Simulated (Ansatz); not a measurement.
C$_{2}$H$_{8}$AlNO (`C[O][Al]([CH3])[NH2]`). Total charge 0; spin multiplicity 1.

```xyz
13

C     1.8830    1.2648    0.2136
O     0.6978    1.0536   -0.4868
Al   -0.5631   -0.0691   -0.3624
C    -0.5673   -1.4697    0.9886
N    -1.8637    0.1217   -1.5397
H     1.8933    2.2683    0.6546
H     2.0329    0.5419    1.0274
H     2.7443    1.1897   -0.4603
H    -0.5370   -1.0490    1.9984
H    -1.4565   -2.1018    0.9213
H     0.3077   -2.1196    0.8913
H    -2.6794   -0.4645   -1.5954
H    -1.8921    0.8337   -2.2507
```

Give the diagnostics of a CCSD(T)/def2-TZVPP run (frozen core, the Gaussian-basis code of Ansatz). (Estimate.)

Computed: T1 = 0.0109, largest single amplitude 0.025, largest double 0.034, (T) share of the correlation energy 3.5 %, 9 CCSD cycles. The RHF solution is stable towards an unrestricted one. T1 lies under the customary mark of 0.02 for closed shells.
